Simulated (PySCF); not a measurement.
**The third ionisation energy along group 16**

Calculated with PySCF 2.14 from differences of total energies of unrestricted determinants, without spin-orbit coupling. Values in eV. The last column holds reference values (NIST; (s) semi-empirical, (t) theoretical, else measured). Unmarked ones compare directly (S terms, centres of terms, or small fine structure); those marked * lie between the lowest fine-structure levels and include a spin-orbit shift.

```json
{"element": "O (jorge-DZP-DKH, spin-free X2C)", "configurations": "[He] 2s2 2p2 → [He] 2s2 2p1", "UHF": "54.847", "MP2 (valence)": "54.959", "SCS-MP2 (valence)": "54.868", "CCSD (valence)": "54.715", "CCSD(T) (valence)": "54.717", "reference": "54.936 (s) *"}
{"element": "S (jorge-DZP-DKH, spin-free X2C)", "configurations": "[Ne] 3s2 3p2 → [Ne] 3s2 3p1", "UHF": "34.121", "MP2 (valence)": "34.453", "SCS-MP2 (valence)": "34.371", "CCSD (valence)": "34.480", "CCSD(T) (valence)": "34.489", "reference": "34.86 ± 0.04 (s) *"}
{"element": "Se (jorge-DZP-DKH, spin-free X2C)", "configurations": "[Ar] 3d10 4s2 4p2 → [Ar] 3d10 4s2 4p1", "UHF": "30.850", "MP2 (valence)": "30.835", "SCS-MP2 (valence)": "30.785", "CCSD (valence)": "30.763", "CCSD(T) (valence)": "30.765", "reference": "31.697 ± 0.019 *"}
```

"Valence" correlates the outer s and p shells and, in groups 3 to 12 and the f block, the outer d or f shell, open or full, or the next shell where the ion has no valence electron left; the wider scheme adds the next inner shell.
